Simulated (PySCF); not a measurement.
[InMeH3]-, CH₆In (charge -1).
Bonds: In1–C2. Hydrogens: H6, H7, H8 on In1; H3, H4, H5 on C2.

A GFN1-xTB structure was refined with PBE0-D3(BJ)/def2-SVP geometry optimisation, gas phase, def2 core potentials past Kr in PySCF 2.14.0. Its GFN1-xTB values:

| coordinate | GFN1-xTB |
| --- | --- |
| In1–C2 | 2.272 Å |
| In1–H6 | 1.703 Å |
| C2–H3 | 1.133 Å |
| In1–C2–H3 | 113.6° |
| C2–In1–H6 | 112.5° |
| H3–C2–H4 | 110.7° |
| H6–In1–H7 | 106.4° |

Q: How do these coordinates change at the PBE0-D3(BJ)/def2-SVP level?

A: 
| coordinate | PBE0-D3(BJ)/def2-SVP (Å or °) | change |
| --- | --- | --- |
| In1–H6 | 1.797 | +0.094 |
| In1–C2 | 2.240 | -0.032 |
| C2–H3 | 1.104 | -0.029 |
| C2–In1–H6 | 109.1 | -3.4 |
| H6–In1–H7 | 109.6 | +3.2 |
| H3–C2–H4 | 107.6 | -3.1 |
| In1–C2–H3 | 111.3 | -2.3 |

The energy falls by 20.6 kJ/mol over 5 energy and gradient evaluations, the largest force component goes from 0.0263 to 2.8e-04 Eh/bohr, and the atoms move by 0.061 Å rms after alignment. The bond that changes most is In1–H6 (ends: indium bonded to C and 3 H; hydrogen on indium), which lengthens by 0.094 Å. Bonds longer at the end by more than 0.005 Å: 2 of 7; shorter: 4. Rotational constants go from 43698, 6155, 6142 to 42473, 6315, 6313 MHz.

The run used 70 basis functions and 28 SCF cycles in all.

No frequency check. The geometry's basis has no diffuse functions, a weakness for an anion.
